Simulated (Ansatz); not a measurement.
Total energies of Cs2Cl2 from Ansatz at PBE0-D4/def2-TZVP, gas phase (1 Eh = 27.2114 eV = 2625.5 kJ/mol). The reference geometry is relaxed at PBE-D4/def2-TZVP.

```xyz
4

Cs   -1.766   -1.469    0.180
Cs    1.766    1.469   -0.180
Cl   -0.599    0.472   -2.030
Cl    0.599   -0.472    2.030
```

```
                 state                     geometry  energy (Eh)
      charge 0 singlet                    reference   -960.65676
      charge 1 doublet                    reference   -960.34883
      charge 1 doublet  relaxed at PBE-D4/def2-TZVP   -960.39772
      charge 0 triplet  relaxed at PBE-D4/def2-TZVP   -960.50358
      charge 0 quintet  relaxed at PBE-D4/def2-TZVP   -960.28746
free Cs atom (doublet)                            –    -20.13995
free Cl atom (doublet)                            –   -459.99739
```

In the def2 sets Cs takes a core potential; there is no spin–orbit coupling.

Problem. Work out the vertical ionisation energy to the doublet.

Solution. E(charge 1 doublet) − E(charge 0 singlet) = -960.34883 − (-960.65676) = 0.30793 Eh = 8.38 eV. For comparison, −ε of the highest occupied level is 6.51 eV at this level, 1.87 eV less.

Problem. How much does the charge 1 doublet relax, and what is the adiabatic ionisation energy?

Solution. Relaxation: -960.34883 − (-960.39772) = 0.04889 Eh = 1.33 eV. Adiabatic ionisation energy: 0.25904 Eh = 7.05 eV, without zero-point energy. In the charge 1 doublet, Cl3 and Cl4 lie 2.66 Å apart (atoms count from 1), so these atoms are partly bonded to each other.

Problem. Which of the charge 0 states is lowest, and how far above it are the others?

Solution. The singlet. triplet: -960.50358 − (-960.65676) = 0.15318 Eh = 402.2 kJ/mol; quintet: -960.28746 − (-960.65676) = 0.36930 Eh = 969.6 kJ/mol. The quintet has fallen apart, so its energy is that of loose fragments and no spin gap. The triplet differs in its bonds from the reference. The quintet differs in its bonds from the reference.

Problem. What is the binding energy per atom against free atoms?

Solution. Atoms: 2 × (-20.13995) + 2 × (-459.99739) = -960.27468 Eh. Binding: -960.27468 − (-960.65676) = 0.38208 Eh = 10.40 eV, or 2.60 eV for each of 4 atoms (no zero-point energy, no counterpoise term).

The structure comes from a short search, and lower isomers may exist.
